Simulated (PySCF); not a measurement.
# Hf⁵⁴⁺ (hafnium, charge +54): Hartree-Fock from Schrödinger to Dirac-Coulomb

Occupied: 1s1/2, 2s1/2, 2p1/2, 2p3/2, 3s1/2, 3p1/2, 3p3/2. Hartree-Fock calculated with PySCF 2.14 in an even-tempered Gaussian basis (17 s from 6.7 bohr⁻², ratio 2.7; 14 p from 8.1 bohr⁻², ratio 2.7), Gaussian nucleus throughout. NR is non-relativistic, sf-X2C the spin-free one-electron X2C Hamiltonian, X2C adds the bare one-electron spin-orbit term, X2C-SNSO screens it by Boettger's factors, DC is four-component Dirac-Coulomb, and the Gaunt term is added at first order (total energies over the DC spinors, levels after relaxing the spinors in that mean field). QED terms are absent. Levels marked empty are virtual spinors of this ion; the basis has s and p functions only, so 3d, which can lie below the n = 4 levels, is absent.

| Hamiltonian | E (hartree) | E − E(DC) (hartree) | CPU seconds |
| --- | --- | --- | --- |
| NR | -11431.1161 | 746.2397 | 0.61 |
| sf-X2C | -12156.5025 | 20.8533 | 0.37 |
| X2C | -12172.9028 | 4.4529 | 0.3 |
| X2C-SNSO | -12171.9398 | 5.4159 | 0.3 |
| DC | -12177.3558 | 0.0000 | 26 |
| DC+Gaunt | -12162.0984 | 15.2574 | 47 |

```json
{"level (eV)": "1s1/2", "NR": "-64534.9", "sf-X2C": "-69551.9", "X2C": "-69533.9", "X2C-SNSO": "-69535.0", "DC": "-69616.6", "DC+Gaunt": "-69386.9"}
{"level (eV)": "2s1/2", "NR": "-13720.8", "sf-X2C": "-15114.2", "X2C": "-15108.9", "X2C-SNSO": "-15109.2", "DC": "-15120.5", "DC+Gaunt": "-15095.0"}
{"level (eV)": "2p1/2", "NR": "-13310.9", "sf-X2C": "-13745.5", "X2C": "-14638.6", "X2C-SNSO": "-14609.5", "DC": "-14615.9", "DC+Gaunt": "-14574.5"}
{"level (eV)": "2p3/2", "NR": "-13310.9", "sf-X2C": "-13745.5", "X2C": "-13382.2", "X2C-SNSO": "-13391.8", "DC": "-13400.6", "DC+Gaunt": "-13372.5"}
{"level (eV)": "3s1/2", "NR": "-5450.2", "sf-X2C": "-5867.5", "X2C": "-5866.0", "X2C-SNSO": "-5866.0", "DC": "-5868.8", "DC+Gaunt": "-5862.7"}
{"level (eV)": "3p1/2", "NR": "-5277.8", "sf-X2C": "-5443.8", "X2C": "-5670.5", "X2C-SNSO": "-5663.2", "DC": "-5664.9", "DC+Gaunt": "-5654.7"}
{"level (eV)": "3p3/2", "NR": "-5277.8", "sf-X2C": "-5443.8", "X2C": "-5350.1", "X2C-SNSO": "-5352.6", "DC": "-5354.5", "DC+Gaunt": "-5347.6"}
{"level (eV)": "4s1/2 (empty)", "NR": "-2805.0", "sf-X2C": "-2962.5", "X2C": "-2962.1", "X2C-SNSO": "-2962.1", "DC": "-2963.1", "DC+Gaunt": "-2960.8"}
{"level (eV)": "4p1/2 (empty)", "NR": "-2738.6", "sf-X2C": "-2809.8", "X2C": "-2891.8", "X2C-SNSO": "-2889.2", "DC": "-2889.8", "DC+Gaunt": "-2886.0"}
{"level (eV)": "4p3/2 (empty)", "NR": "-2738.6", "sf-X2C": "-2809.8", "X2C": "-2776.0", "X2C-SNSO": "-2776.9", "DC": "-2777.5", "DC+Gaunt": "-2774.9"}
```

| interval (eV) | sf-X2C | X2C | X2C-SNSO | DC | DC+Gaunt |
| --- | --- | --- | --- | --- | --- |
| 2p3/2 − 2p1/2 | -6.218e-10 | 1256 | 1218 | 1215 | 1202 |
| 3p3/2 − 3p1/2 | -5.056e-09 | 320.5 | 310.7 | 310.3 | 307.1 |
| 4p3/2 − 4p1/2 | -7.543e-09 | 115.8 | 112.3 | 112.3 | 111.1 |

Weight of the small component: 1s1/2 0.0733, 2s1/2 0.0169, 2p1/2 0.0168, 2p3/2 0.0154, 3s1/2 0.00635, 3p1/2 0.00625, 3p3/2 0.00586, 4s1/2 0.00291, 4p1/2 0.00296, 4p3/2 0.00278.

Koopmans' value for the highest occupied level at DC+Gaunt: 5347.6 eV, against an ionisation energy of 5350 ± 5 eV (theoretical estimate listed by NIST; NIST Atomic Spectra Database, ionization energies); the former lacks relaxation, correlation, QED and recoil.

The whole ladder took 81 s of wall time on 1 thread of Intel(R) Xeon(R) Platinum 8259CL CPU @ 2.50GHz (shared host), launched as `OMP_NUM_THREADS=1 python relrun2.py TASK.json OUT` (a driver that calls PySCF for each Hamiltonian).
